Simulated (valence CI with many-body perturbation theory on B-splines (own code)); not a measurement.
E1 line list for Tb⁵⁹⁺

Computed by relativistic CI+MBPT: four valence electrons over a frozen Dirac-Fock core [He], a basis of 11 s, 11 p, 9 d, 7 f, 5 g, 2 h, 1 i functions for each j, with the one-electron correlation potential Σ1, the two-electron term Σ2, the three-electron term Σ3, Breit, model QED; selected CI, second order for the rest (own B-spline code, finite nucleus).

The last digits are not significant, and no measured levels were compared; by estimate large intervals hold to a few tenths of a per cent, small ones and those within an open d or f shell to about a per cent. Among the levels kept, up to 270 cm⁻¹ of a level comes from second order outside the variational space, and about a tenth of that is noise between levels of different J, which matters for small intervals.

Lines 1 to 50 of 250 in falling wavelength, among levels below 9192.1 eV, chosen from the strongest by gf and those to the six lowest levels. Wavelengths and rates use the calculated energies. Electric multipoles are in the length gauge, E1 and E2 with the static RPA response of the core. Weak lines are less certain than strong ones. Lines between different terms over intervals too small for the method are left out, as are lines whose strength nearly cancels. The highest levels of a list are the least certain.

Levels are named by their leading jj configuration (3d3/2^4 stands for four electrons in 3d with j = 3/2), which in mixed levels can hold well under half, so a name can repeat and another be missing. Letters in brackets count levels of one name in rising energy.

| λ vac (nm) | Upper | Lower | A (s⁻¹) | S (a.u.) |
| --- | --- | --- | --- | --- |
| 9.791 | (2s 2p1/2 2p3/2 3d5/2) J=4 [a] | (2s 2p1/2 2p3/2 3p3/2) J=3 [a] | 1.32e+10 | 5.51e-02 |
| 9.740 | (2s 2p1/2 2p3/2 3d5/2) J=5 | (2s 2p1/2 2p3/2 3p3/2) J=4 | 2.45e+10 | 1.23e-01 |
| 9.638 | (2s 2p1/2^2 3d5/2) J=3 | (2s 2p1/2^2 3p3/2) J=2 | 2.54e+10 | 7.87e-02 |
| 9.580 | (2s^2 2p3/2 3d5/2) J=4 | (2s^2 2p3/2 3p3/2) J=3 | 2.05e+10 | 8.00e-02 |
| 9.397 | (2s 2p1/2 2p3/2 3d5/2) J=4 [b] | (2s 2p1/2 2p3/2 3p3/2) J=3 [b] | 2.17e+10 | 7.99e-02 |
| 9.146 | (2s^2 2p1/2 3d5/2) J=3 | (2s^2 2p1/2 3p3/2) J=2 | 2.74e+10 | 7.25e-02 |
| 8.852 | (2s 2p1/2^2 3d5/2) J=2 | (2s 2p1/2^2 3p3/2) J=1 | 2.95e+10 | 5.05e-02 |
| 6.647 | (2s 2p1/2 2p3/2^2) J=2 [a] | (2s^2 2p3/2^2) J=2 | 1.60e+09 | 1.16e-03 |
| 6.359 | (2s 2p1/2 2p3/2 3p3/2) J=4 | (2s^2 2p3/2 3p3/2) J=3 | 2.57e+10 | 2.94e-02 |
| 5.447 | (2s 2p1/2 2p3/2^2) J=3 | (2s^2 2p3/2^2) J=2 | 1.22e+10 | 6.79e-03 |
| 5.434 | (2s 2p1/2^2 2p3/2) J=2 | (2s^2 2p1/2 2p3/2) J=2 | 9.54e+09 | 3.78e-03 |
| 5.046 | (2s 2p1/2^2 2p3/2) J=2 | (2s^2 2p1/2 2p3/2) J=1 | 1.40e+10 | 4.43e-03 |
| 4.395 | (2s 2p1/2 2p3/2 3d3/2) J=3 [b] | (2s 2p1/2 2p3/2 3p1/2) J=2 [b] | 9.56e+10 | 2.80e-02 |
| 4.331 | (2s 2p1/2 2p3/2 3d3/2) J=2 [d] | (2s 2p1/2 2p3/2 3p1/2) J=1 [c] | 1.15e+11 | 2.30e-02 |
| 4.253 | (2s 2p1/2 2p3/2 3p3/2) J=1 [a] | (2s 2p1/2 2p3/2 3s) J=1 [a] | 1.73e+11 | 1.98e-02 |
| 4.212 | (2s 2p1/2 2p3/2 3d3/2) J=2 [b] | (2s 2p1/2 2p3/2 3p1/2) J=2 [b] | 1.66e+11 | 3.07e-02 |
| 4.202 | (2s 2p1/2 2p3/2 3d3/2) J=2 [a] | (2s 2p1/2 2p3/2 3p1/2) J=2 [a] | 1.05e+11 | 1.92e-02 |
| 4.175 | (2s 2p1/2 2p3/2^2) J=1 [a] | (2s^2 2p3/2^2) J=2 | 2.07e+10 | 2.23e-03 |
| 4.173 | (2s 2p1/2^2 3p3/2) J=1 | (2s 2p1/2^2 3s) J=0 | 2.44e+11 | 2.63e-02 |
| 4.164 | (2s^2 2p3/2 3d3/2) J=2 | (2s^2 2p3/2 3p1/2) J=2 | 1.21e+11 | 2.15e-02 |
| 4.133 | (2s^2 2p3/2 3d3/2) J=2 | (2s^2 2p3/2 3p1/2) J=1 | 1.27e+11 | 2.21e-02 |
| 4.113 | (2s 2p1/2 2p3/2 3d3/2) J=2 [c] | (2s 2p1/2 2p3/2 3p1/2) J=1 [b] | 1.27e+11 | 2.17e-02 |
| 4.092 | (2s 2p1/2 2p3/2 3d3/2) J=1 [b] | (2s 2p1/2 2p3/2 3p1/2) J=2 [b] | 2.85e+11 | 2.89e-02 |
| 4.090 | (2s 2p1/2^2 2p3/2) J=1 | (2s^2 2p1/2 2p3/2) J=2 | 3.92e+10 | 3.97e-03 |
| 4.079 | (2s^2 2p3/2 3p3/2) J=1 | (2s^2 2p3/2 3s) J=1 | 3.13e+11 | 3.15e-02 |
| 4.076 | (2s 2p1/2 2p3/2 3d3/2) J=3 [c] | (2s 2p1/2 2p3/2 3p1/2) J=2 [c] | 2.43e+11 | 5.68e-02 |
| 4.070 | (2s 2p1/2 2p3/2 3d3/2) J=3 [a] | (2s 2p1/2 2p3/2 3p1/2) J=2 [a] | 2.30e+11 | 5.35e-02 |
| 4.066 | (2s^2 2p3/2 3d3/2) J=3 | (2s^2 2p3/2 3p1/2) J=2 | 2.59e+11 | 6.02e-02 |
| 4.065 | (2s 2p1/2 2p3/2 3d3/2) J=4 | (2s 2p1/2 2p3/2 3p1/2) J=3 | 2.29e+11 | 6.83e-02 |
| 4.064 | (2s 2p1/2 2p3/2 3d3/2) J=2 [a] | (2s 2p1/2 2p3/2 3p1/2) J=1 [a] | 1.27e+11 | 2.11e-02 |
| 4.056 | (2s^2 2p1/2 3d3/2) J=2 | (2s^2 2p1/2 3p1/2) J=1 | 2.55e+11 | 4.20e-02 |
| 4.054 | (2s 2p1/2 2p3/2 3p3/2) J=3 [c] | (2s 2p1/2 2p3/2 3s) J=2 [c] | 3.25e+11 | 7.48e-02 |
| 4.047 | (2s 2p1/2^2 3d3/2) J=2 | (2s 2p1/2^2 3p1/2) J=1 | 2.42e+11 | 3.96e-02 |
| 4.039 | (2s 2p1/2 2p3/2^2) J=2 [b] | (2s^2 2p3/2^2) J=2 | 1.95e+10 | 3.17e-03 |
| 4.035 | (2s^2 2p3/2 3d5/2) J=3 | (2s 2p1/2 2p3/2 3s) J=2 [a] | 1.85e+11 | 4.19e-02 |
| 4.035 | (2s 2p1/2 2p3/2 3d3/2) J=1 [a] | (2s 2p1/2 2p3/2 3p1/2) J=1 [a] | 2.07e+11 | 2.02e-02 |
| 4.022 | (2s 2p1/2 2p3/2 3p3/2) J=2 [d] | (2s 2p1/2 2p3/2 3s) J=1 [c] | 3.30e+11 | 5.30e-02 |
| 4.001 | (2s^2 2p3/2 3p3/2) J=3 | (2s^2 2p3/2 3s) J=2 | 4.20e+11 | 9.29e-02 |
| 4.001 | (2s 2p1/2 2p3/2 3p3/2) J=2 [c] | (2s 2p1/2 2p3/2 3s) J=2 [b] | 2.06e+11 | 3.25e-02 |
| 3.988 | (2s^2 2p3/2 3d3/2) J=1 | (2s^2 2p3/2 3p1/2) J=1 | 2.27e+11 | 2.13e-02 |
| 3.969 | (2s 2p1/2 2p3/2 3p3/2) J=3 [a] | (2s 2p1/2 2p3/2 3s) J=2 [a] | 2.24e+11 | 4.84e-02 |
| 3.963 | (2s 2p1/2 2p3/2 3p3/2) J=4 | (2s 2p1/2 2p3/2 3s) J=3 | 3.71e+11 | 1.03e-01 |
| 3.962 | (2s 2p1/2 2p3/2 3p3/2) J=3 [b] | (2s 2p1/2 2p3/2 3s) J=2 [b] | 1.58e+11 | 3.38e-02 |
| 3.958 | (2s 2p1/2 2p3/2 3d3/2) J=3 [b] | (2s 2p1/2 2p3/2 3p1/2) J=3 | 1.41e+11 | 3.02e-02 |
| 3.885 | (2s^2 2p1/2 3p3/2) J=2 | (2s^2 2p1/2 3s) J=1 | 4.43e+11 | 6.41e-02 |
| 3.872 | (2s 2p1/2 2p3/2 3p3/2) J=2 [e] | (2s 2p1/2 2p3/2 3s) J=2 [c] | 1.89e+11 | 2.70e-02 |
| 3.866 | (2s 2p1/2^2 2p3/2) J=1 | (2s^2 2p1/2 2p3/2) J=1 | 8.80e+09 | 7.53e-04 |
| 3.821 | (2s 2p1/2 2p3/2 3p3/2) J=1 [c] | (2s 2p1/2 2p3/2 3s) J=1 [c] | 2.13e+11 | 1.76e-02 |
| 3.817 | (2s^2 2p1/2 3p3/2) J=1 | (2s^2 2p1/2 3s) J=0 | 3.24e+11 | 2.67e-02 |
| 3.810 | (2s 2p1/2 2p3/2 3p3/2) J=1 [b] | (2s 2p1/2 2p3/2 3s) J=2 [b] | 4.17e+11 | 3.42e-02 |
